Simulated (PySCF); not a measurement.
**Correlation energy of N⁺ (nitrogen, charge +1)**

[He] 2s2 2p2, high-spin 3P determinant. Computed with PySCF 2.14 in cc-pVDZ-DK (3s2p1d, 14 functions), with scalar relativity by spin-free X2C-1e. Frozen: 1s2; 4 electrons correlated.

MP2 pair energies summed by pair of shells (mhartree):

```
 pair  energy  share (%)
2s-2p  -31.55       58.5
2s-2s  -17.19       31.9
2p-2p   -5.17        9.6
```

Total MP2 correlation energy: -53.91 mhartree.

Same-spin part -8.64 and opposite-spin part -45.27 mhartree; SCS-MP2 scales them by 1/3 and 6/5 to -57.20 mhartree.

```tsv
level	correlation energy (mhartree)
CCSD	-75.75
(T)	-0.75
CCSD(T)	-76.50
```

Diagnostics: T1 = 0.0055, D1 = 0.0104, largest double amplitude 0.124.

Problem. Is a single reference adequate?

Solution. Mostly. T1 lies below 0.03, but a double amplitude of this size points to a near-degeneracy that CCSD handles and MP2 describes poorly.
